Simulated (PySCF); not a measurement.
C4H7, doublet (typed; the unrestricted solution is spin-contaminated), at a GFN2-xTB geometry; PySCF with HF/STO-3G.

PySCF was given this input:
```python
from pyscf import gto, scf

mol = gto.Mole()
mol.atom = '''
    C    -0.194952    0.156859    1.403666
    C    -0.001194    0.082410    0.043784
    H    -0.293780    1.106309    1.898547
    H    -0.253923   -0.725966    2.013739
    C     0.075906    1.211654   -0.740905
    H     0.227959    1.147651   -1.802926
    H    -0.014872    2.193241   -0.312045
    C     0.110667   -1.267270   -0.613767
    H     0.387261   -2.030937    0.108215
    H    -0.847354   -1.543913   -1.053266
    H     0.852147   -1.248297   -1.408931
'''
mol.basis = 'sto-3g'
mol.charge = 0
mol.spin = 1
mol.verbose = 4
mol.build()

mf = scf.UHF(mol)
mf.kernel()
```

### Question
What does PySCF print? Leave out banner, timings and long lists.

### Answer

```
PySCF version 2.14.0

[INPUT] verbose = 4
[INPUT] num. atoms = 11
[INPUT] num. electrons = 31
[INPUT] charge = 0
[INPUT] spin (= nelec alpha-beta = 2S) = 1
[INPUT] symmetry False subgroup None
[INPUT] Mole.unit = angstrom
[INPUT] Symbol           X                Y                Z      unit          X                Y                Z       unit  Magmom
[INPUT]  1 C     -0.194952000000   0.156859000000   1.403666000000 AA   -0.368405887436   0.296420550173   2.652544310364 Bohr   0.0
[INPUT]  2 C     -0.001194000000   0.082410000000   0.043784000000 AA   -0.002256332993   0.155732329925   0.082739768638 Bohr   0.0
[INPUT]  3 H     -0.293780000000   1.106309000000   1.898547000000 AA   -0.555163740875   2.090621019141   3.587733864615 Bohr   0.0
[INPUT]  4 H     -0.253923000000  -0.725966000000   2.013739000000 AA   -0.479844926728  -1.371876915746   3.805415196356 Bohr   0.0
[INPUT]  5 C      0.075906000000   1.211654000000  -0.740905000000 AA    0.143441551211   2.289694217734  -1.400107534321 Bohr   0.0
[INPUT]  6 H      0.227959000000   1.147651000000  -1.802926000000 AA    0.430780077630   2.168746076583  -3.407036362858 Bohr   0.0
[INPUT]  7 H     -0.014872000000   2.193241000000  -0.312045000000 AA   -0.028104006925   4.144624815167  -0.589679588540 Bohr   0.0
[INPUT]  8 C      0.110667000000  -1.267270000000  -0.613767000000 AA    0.209130321027  -2.394793225878  -1.159851534296 Bohr   0.0
[INPUT]  9 H      0.387261000000  -2.030937000000   0.108215000000 AA    0.731817228725  -3.837914706246   0.204496712570 Bohr   0.0
[INPUT] 10 H     -0.847354000000  -1.543913000000  -1.053266000000 AA   -1.601266990555  -2.917572730156  -1.990384276316 Bohr   0.0
[INPUT] 11 H      0.852147000000  -1.248297000000  -1.408931000000 AA    1.610324447870  -2.358939452116  -2.662493718410 Bohr   0.0

nuclear repulsion = 113.354943457054
number of shells = 19
number of NR pGTOs = 81
number of NR cGTOs = 27
basis = sto-3g
ecp = {}

******** <class 'pyscf.scf.uhf.UHF'> ********
method = UHF
initial guess = minao
damping factor = 0
level_shift factor = 0
DIIS = <class 'pyscf.scf.diis.CDIIS'>
diis_start_cycle = 1
diis_space = 8
diis_damp = 0
SCF conv_tol = 1e-09
SCF conv_tol_grad = None
SCF max_cycles = 50
direct_scf = True
direct_scf_tol = 1e-13
number electrons alpha = 16  beta = 15
Set gradient conv threshold to 3.16228e-05
init E= -154.302599851607

cycle= 1 E= -153.57287424525  delta_E= 0.73  |g|= 0.181  |ddm|= 2.82
cycle= 2 E= -153.610996970375  delta_E= -0.0381  |g|= 0.0804  |ddm|= 0.335
cycle= 3 E= -153.625466846894  delta_E= -0.0145  |g|= 0.0486  |ddm|= 0.199
cycle= 4 E= -153.632531483953  delta_E= -0.00706  |g|= 0.0255  |ddm|= 0.162
cycle= 5 E= -153.634503556495  delta_E= -0.00197  |g|= 0.00524  |ddm|= 0.142
cycle= 6 E= -153.634541555964  delta_E= -3.8e-05  |g|= 0.00281  |ddm|= 0.0134
cycle= 7 E= -153.634557835038  delta_E= -1.63e-05  |g|= 0.000598  |ddm|= 0.0119
cycle= 8 E= -153.634558471591  delta_E= -6.37e-07  |g|= 0.000269  |ddm|= 0.00182
cycle= 9 E= -153.634558617433  delta_E= -1.46e-07  |g|= 9.11e-05  |ddm|= 0.00091
cycle= 10 E= -153.634558634044  delta_E= -1.66e-08  |g|= 2.98e-05  |ddm|= 0.000361
cycle= 11 E= -153.634558635763  delta_E= -1.72e-09  |g|= 1.07e-05  |ddm|= 0.000112
cycle= 12 E= -153.634558635976  delta_E= -2.13e-10  |g|= 2.64e-06  |ddm|= 3.72e-05
Extra cycle  E= -153.634558635984  delta_E= -7.79e-12  |g|= 1.4e-06  |ddm|= 4.28e-06
converged SCF energy = -153.634558635984  <S^2> = 1.0568965  2S+1 = 2.2863915
```
